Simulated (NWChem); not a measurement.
Species: AlH2S2F; SMILES [SH][Al]([SH])[F]

```xyz
6

Al    -0.3639    -0.0137     0.0000
F     -2.0252     0.0281     0.0000
S      0.7249     1.8659     0.0000
H     -0.4144     2.5949     0.0000
S      0.6201    -1.9459     0.0000
H      1.8529    -1.3891     0.0000
```
Atoms are numbered in this order, from 1.

Computed with NWChem. Pople sets run with spherical d functions. All runs use the structure optimised with PBE0/def2-SVP. Vertical excitations in the gas phase.

**Question.** Estimate the computed values for PBE/6-31+G*, full TDDFT. Quantities: lowest excitation, singlet (eV); oscillator strength of that lowest state; lowest state with f > 0.02, singlet (eV); orbital gap (eV).

**Answer.** 
```
Quantity                                  Value
----------------------------------------  -----
lowest excitation, singlet (eV)            4.86
oscillator strength of that lowest state  0.000
lowest state with f > 0.02, singlet (eV)   5.41
orbital gap (eV)                           4.79
```
